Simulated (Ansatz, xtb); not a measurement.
# Two isomers of C4H7ClO2S

Structure I: `C/C(=C\Cl)S(C)(=O)=O`, a singlet. Structure II: `C=C(Cl)CS(C)(=O)=O`, a singlet. Both are isolated molecules in the gas phase, relaxed with r2SCAN-D4/def2-SVP; the shapes shown needn't be the lowest conformers.

I (Å):

```xyz
15

C    -0.1953   -3.3319   -1.4845
C    -0.3611   -1.8641   -1.2969
C    -1.4221   -1.0921   -1.5731
C     1.2103   -1.3767    1.0120
Cl   -2.9087   -1.7051   -2.1975
O     2.2520   -1.5497   -1.4060
O     0.8154    0.4841   -0.8075
S     1.0914   -0.9564   -0.7300
H     0.6775   -3.5271   -2.1268
H    -0.0182   -3.8475   -0.5255
H    -1.0956   -3.7611   -1.9450
H    -1.4000   -0.0077   -1.4314
H     0.3189   -1.0050    1.5336
H     1.3310   -2.4620    1.1254
H     2.1121   -0.8566    1.3655
```

II (Å):

```xyz
15

C    -0.7562   -3.7054   -1.7572
C    -0.9045   -2.3965   -1.5278
C     0.1413   -1.3639   -1.7622
C     0.4498   -0.7979    1.0485
Cl   -2.3824   -1.7783   -0.8080
O     2.2579   -0.1243   -0.7661
O     1.9258   -2.5973   -0.2058
S     1.3849   -1.2494   -0.4127
H    -1.5436   -4.4233   -1.5212
H     0.1863   -4.0695   -2.1739
H     0.7893   -1.6254   -2.6140
H    -0.2633   -0.3535   -1.9140
H    -0.0391    0.1710    0.8830
H    -0.2773   -1.5876    1.2766
H     1.2035   -0.7194    1.8447
```

**Question.** Which of the two would you expect CCSD(T)/def2-SVP + ΔMP2/def2-TZVPP electronic energies to favour?

**Answer.** Too close to call at this level: CCSD(T)/def2-SVP + ΔMP2/def2-TZVPP gives E(II) − E(I) = +3.63 kJ/mol.

Level by level:

```
                             level            geometry  E(II) − E(I) (kJ/mol)  departure from the last row (kJ/mol)  job, with rough time for the two
                          GFN2-xTB            GFN2-xTB                   +2.18                                 −1.44              optimisation, 0.26 s
                         HF/STO-3G            GFN2-xTB                  +10.96                                 +7.34              single point, 0.46 s
      r2SCAN-D4/def2-SVP//GFN2-xTB            GFN2-xTB                  +10.13                                 +6.51               single point, 4.6 s
                r2SCAN-D4/def2-SVP  r2SCAN-D4/def2-SVP                   +8.20                                 +4.57                optimisation, 79 s
                       HF/def2-SVP  r2SCAN-D4/def2-SVP                   +4.94                                 +1.31           part of the CCSD(T) run
                      MP2/def2-SVP  r2SCAN-D4/def2-SVP                   +8.56                                 +4.93           part of the CCSD(T) run
                  CCSD(T)/def2-SVP  r2SCAN-D4/def2-SVP                   +6.13                                 +2.50                      single point
CCSD(T)/def2-SVP + ΔMP2/def2-TZVPP  r2SCAN-D4/def2-SVP                   +3.63                                                   single point, 1.9 min
```

As drawn, both hold the same kinds of bond in the same numbers. Structure I has 2 methyl groups, II 1.

The largest departure from CCSD(T)/def2-SVP + ΔMP2/def2-TZVPP is that of HF/STO-3G, 7.34 kJ/mol. The last row adds to CCSD(T) the change of the MP2 difference between the two basis sets, here −2.50 kJ/mol.

With thermal terms from frequencies at re-optimised GFN2-xTB minima (ideal gas, soft modes damped towards free rotors, one conformer each, 298.15 K, 1 atm): on the last row, ΔE + ΔZPE = +3.00, ΔH = +2.03, ΔG = +4.04 kJ/mol.

The correlated steps freeze 16 core orbitals. Programs: Ansatz 0.2.0, xtb 6.7.1; the last row on 4 threads of Arm Neoverse V2 on a shared host.
